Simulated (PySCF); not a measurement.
Fractional electron number in Rb²⁺ (rubidium, charge +2)

The 4p beta orbital of [Ar] 3d10 4s2 4p5 is emptied in steps (occupation f), with all orbitals relaxed, ending at [Ar] 3d10 4s2 4p4. Calculation: PySCF 2.14, in def2-TZVP with the def2 core potential (28 electrons); a scalar-relativistic core potential. The exact energy is a straight line in f; departures are measured from the line between the end points of the same method.

Question: Among UHF, LDA, PBE, PBE0, r2SCAN, LC-wPBE, BHandHLYP, wB97X, TPSS, M06-2X, which shows the largest delocalisation error (convex curve), and which is closest to linear?

Answer: Most convex: LDA (-1.545 eV at f = 0.5); closest to linear: UHF (0.162 eV).

```tsv
f	UHF (eV)	LDA (eV)	PBE (eV)	PBE0 (eV)	r2SCAN (eV)	LC-wPBE (eV)	BHandHLYP (eV)	wB97X (eV)	TPSS (eV)	M06-2X (eV)
1	0.000	0.000	0.000	0.000	0.000	0.000	0.000	0.000	0.000	0.000
0.9	0.061	-0.557	-0.548	-0.399	-0.518	-0.131	-0.251	-0.174	-0.512	-0.265
0.7	0.139	-1.299	-1.274	-0.927	-1.198	-0.301	-0.587	-0.407	-1.182	-0.635
0.5	0.162	-1.545	-1.509	-1.097	-1.406	-0.351	-0.700	-0.485	-1.386	-0.776
0.3	0.134	-1.295	-1.258	-0.915	-1.156	-0.287	-0.589	-0.408	-1.138	-0.657
0.1	0.056	-0.553	-0.534	-0.388	-0.479	-0.118	-0.253	-0.175	-0.469	-0.270
0	0.000	0.000	0.000	0.000	0.000	0.000	0.000	0.000	0.000	0.000
```

```csv
method,E(f=0) − E(f=1) (eV),−ε at f=1 (eV),−ε at f=0.5 (eV)
UHF,38.229,38.913,38.213
LDA,39.243,33.054,39.257
PBE,39.268,33.174,39.314
PBE0,39.320,34.883,39.355
r2SCAN,39.401,33.623,39.521
LC-wPBE,39.402,37.935,39.444
BHandHLYP,39.261,36.470,39.256
wB97X,39.401,37.463,39.400
TPSS,39.067,33.354,39.195
M06-2X,39.248,36.343,39.171
```

Reference removal energy between the ground levels: 39.247 eV (semi-empirical (NIST evaluation); NIST Atomic Spectra Database, ionization energies). The calculation has no spin-orbit coupling. UHF lacks correlation.
